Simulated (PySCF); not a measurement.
In(NH2)3 (H6InN3), SMILES [NH2][In]([NH2])[NH2].

The structure is a stationary point at B3LYP-D3(BJ)/def2-SVP. The def2 effective core potentials stand for the cores of In; spin–orbit coupling is left out. One conformer was computed; it need not be the lowest.

These are IEF-PCM-PBE0/def2-SVP (PySCF) values and carry that method's errors.

The values are the electrostatic part of the solvation free energy, E(continuum) − E(gas) at the gas-phase geometry, in a cavity of scaled van der Waals radii (PySCF's table); cavitation and dispersion terms are not included. A continuum can't describe solvent molecules that bind to the metal. In vacuum the orbital gap is 6.01 eV. The dipole moment in vacuum is 1.12 D.

Computed values in water (ε = 78.36), ethylethanoate (ε = 5.99), toluene (ε = 2.37):
```
solvent             ε  ΔG(elec) (kcal/mol)  dipole (D)  gap (eV)
--------------  -----  -------------------  ----------  --------
water           78.36                 -9.6        1.47      6.24
ethylethanoate   5.99                 -7.3        1.37      6.19
toluene          2.37                 -4.4        1.26      6.11
```
